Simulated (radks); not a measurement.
Spherical jellium clusters: N electrons in a uniform positive sphere of charge N and radius rs N^(1/3), rs = 2.07 bohr. Calculated with a radial shooting solver with Libxc functionals: non-relativistic Kohn-Sham, PBEsol, spin-polarised, spherical densities. Levels are named by radial order and angular momentum (1s, 1p, 1d, 2s, ...), and open shells are averaged over m.

N = 31, configuration 1s2 1p6 1d10 2s2 1f(up 7, down 4). This is the lowest configuration that the search found. Occupied and some empty levels:

level,occupation,eigenvalue (eV),<r> (bohr)
1s up,1,-12.833,3.642
1s down,1,-12.706,3.566
1p up,3,-10.188,4.568
1p down,3,-9.9531,4.517
1d up,5,-7.2097,5.241
1d down,5,-6.9094,5.215
2s up,1,-6.5869,4.619
2s down,1,-6.3863,4.648
1f up,7,-3.9646,5.868
1f down,4,-3.6351,5.870
2p up,0,-3.1680,5.789
2p down,0,-2.9762,5.823
1g up,0,-0.62185,6.737
1g down,0,-0.30609,6.840

Energy (eV): total -7.23457, kinetic 180.63, external -4671.9, Hartree 2267.6, exchange-correlation -196.49, background 2412.9.
